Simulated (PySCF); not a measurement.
Polarisability and C₆ of Mn⁺ (manganese, charge +1)

[Ar] 3d5 4s1, high-spin 7S determinant. Calculation: PySCF 2.14, in def2-TZVPPD (6s6p4d2f1g, 67 functions); no relativity, point nucleus. Coupled (time-dependent) response in atomic units; α is the mean over directions.

```csv
method,mean α (bohr³),C₆ (like pair),S(−4)
r2SCAN0,30.92,158.3,803.9
```

S(−4) is the Cauchy moment in α(ω) = α(0) + S(−4) ω² + …

α(iu) at r2SCAN0:

```csv
u (hartree),α(iu) (bohr³)
0,30.92
0.0500,29.04
0.100,24.68
0.200,15.95
0.300,10.58
0.500,5.772
0.750,3.582
1.00,2.621
1.50,1.738
2.00,1.290
3.00,0.8006
5.00,0.3859
```

For an ion, C₆ is the dispersion term alone; charge-induced terms of lower order in 1/R come first.
